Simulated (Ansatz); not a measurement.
Two isomers of CH7BOSi: A = `OBC[SiH3]`, B = `BC(O)[SiH3]`.

Gas-phase electronic energies from Ansatz, PBE0-D4/def2-TZVP geometries. CCSD(T)/CBS is the MP2 limit (def2-TZVPP, def2-QZVPP) plus CCSD(T) − MP2 in def2-TZVPP, frozen cores. DFT in def2-TZVPP. B3LYP here is the variant with VWN-RPA as its local correlation; programs differ in this. Each species was taken in one conformer, which may not be the lowest.

A:

```xyz
11

O    -0.100    2.087   -0.709
B    -0.744    0.903   -0.544
C    -0.424    0.041    0.707
Si    0.848   -1.283    0.303
H    -0.336    2.533   -1.525
H    -1.519    0.532   -1.388
H    -1.311   -0.495    1.058
H    -0.017    0.641    1.527
H     1.101   -2.142    1.490
H     0.367   -2.152   -0.806
H     2.135   -0.665   -0.115
```

B:

```xyz
11

B    -1.428    0.194   -0.453
C    -0.373   -0.659    0.221
O     0.089   -1.791   -0.477
Si    0.959    0.769    0.221
H    -1.913    1.083    0.189
H    -1.680    0.074   -1.614
H    -0.530   -0.835    1.295
H     0.885   -2.123   -0.053
H     2.262    0.053    0.270
H     0.922    1.599   -1.012
H     0.808    1.637    1.414
```

(1) Which is lower in electronic energy at CCSD(T)/CBS, and by how much? (An estimate is asked.)

(2) Give E(B) − E(A) in kJ/mol with B3LYP, r2SCAN-D4, PBE0-D4, LDA (SPW92), CCSD(T)/def2-TZVPP, ωB97M-V, PBE-D4. (Estimate.)

(3) Does the order hold for the free energy at 298.15 K (harmonic terms from PBE0-D4)? (An estimate is asked.)

Largest T1 diagnostic: 0.013.

## Answers

(1) Computed: A, by 260.2 kJ/mol.

(2) Computed: B3LYP 257.3, r2SCAN-D4 255.3, PBE0-D4 252.7, LDA (SPW92) 245.5, CCSD(T)/def2-TZVPP 261.2, ωB97M-V 257.1, PBE-D4 244.3. None reverses the order clearly.

(3) Ansatz gave: Yes: G(B) − G(A) = +253.6 kJ/mol, for one conformer each.

Leaving LDA and LC-ωPBE aside and taking each functional with its dispersion term where it has one, the values, not all of them listed here, spread over 22.1 kJ/mol, from revPBE-D4 to BHLYP-D4. From BLYP to BHLYP (50 % exact exchange), in def2-TZVPP and without D4, E(B) − E(A) moves by +13.8 kJ/mol.
